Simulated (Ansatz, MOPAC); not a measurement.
System: bromo(trimethyl)silane, C3H9BrSi, net charge 0, singlet state. SMILES: C[Si](C)(C)Br
Geometry: optimised at B3LYP-D3(BJ)/def2-TZVP (Ansatz, a program for electronic structure).

Wanted: vertical ionisation energy to the doublet, in eV. Terms: valence correlation only (noble-gas shells and the d and f shells of earlier blocks); no dispersion term unless named; each state is the SCF solution reached for its charge and spin; PM7 with its own dispersion and hydrogen-bond terms; non-relativistic; 6-31G* and kin with 6d, 5d where marked; spin-orbit terms left out; LANL2DZ with its own core potentials from Na on; open shells spin-unrestricted. Ab initio and DFT rows: single points at B3LYP-D3(BJ) geometries (Ansatz). Semi-empirical rows: differences of heats of formation at the shared geometry for vertical values.

```csv
level,program,vertical ionisation energy to the doublet (eV)
AM1,MOPAC,10.01
PM3,MOPAC,10.33
PM7,MOPAC,9.57
HF/6-31G*,Ansatz,9.45
HF/6-31G* with LANL2DZ past Ar,Ansatz,9.53
PBE/6-31G*,Ansatz,9.46
PBE/6-31G* with LANL2DZ past Ar,Ansatz,9.49
B3LYP/STO-3G,Ansatz,7.77
B3LYP/3-21G,Ansatz,9.74
B3LYP/6-31G*,Ansatz,9.82
B3LYP/6-31G* with LANL2DZ past Ar,Ansatz,9.84
MP2/6-31G*,Ansatz,10.06
MP2/6-31G* with LANL2DZ past Ar,Ansatz,9.77
wB97M-V/def2-TZVPD,Ansatz,10.18
```

No value to compare with is used here. The 13 habitual levels span 7.77 (B3LYP/STO-3G) to 10.33 eV (PM3); wB97M-V/def2-TZVPD gives 10.18.

The levels are drawn from those run, B3LYP/6-31G* more often than the rest, none by its result; left out are runs that failed, that the program found above a lower state of the same kind, or whose <S^2> lies over 0.5 above the pure value.
